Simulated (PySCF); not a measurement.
**Computed properties of diiodomethane (CH2I2), SMILES ICI**

CH₂I₂, SMILES C(I)I. Geometry optimised at TPSSh-D3(BJ)/def2-SVP. The def2 effective core potentials stand for the cores of I; spin–orbit coupling is left out. One conformer was computed; it need not be the lowest. All values are computed for the isolated molecule unless a solvent is named; none is compared with measurement here.

**Structure.** The optimised structure has C2v symmetry. All 9 harmonic modes at TPSSh-D3(BJ)/def2-SVP (PySCF) are real, so it is a minimum. With heavy atoms numbered as in [I:1][CH2:2][I:3], the shortest bond between them is C2–I3 at 2.154 Å and the longest I1–C2 at 2.154 Å.

**Vibrations.** The strongest infrared lines (harmonic, unscaled, degenerate partners summed) lie at 1121 cm⁻¹ (118 km/mol, H 91 %, C 9 %), 562 cm⁻¹ (70 km/mol, C 85 %), 711 cm⁻¹ (11 km/mol, H 77 %, C 23 %). The softest mode is at 116 cm⁻¹ and the zero-point energy is 16.9 kcal/mol.

**Electronic structure.** r2SCAN/def2-TZVPD (PySCF) places the frontier levels at -6.59 and -2.80 eV, a gap of 3.79 eV, and gives a dipole moment of 1.18 D and a mean polarisability of 86.7 bohr³.

**Excitations.** TDDFT-B3LYP/def2-SVPD (PySCF) has S1 at 3.98 eV (312 nm, f = 0.037, weak); the most intense of the 10 singlets computed lies at 6.45 eV (f = 0.12). T1 (TDA) is at 3.39 eV. No vertical singlet excitation falls in the visible range (under 3.1 eV).
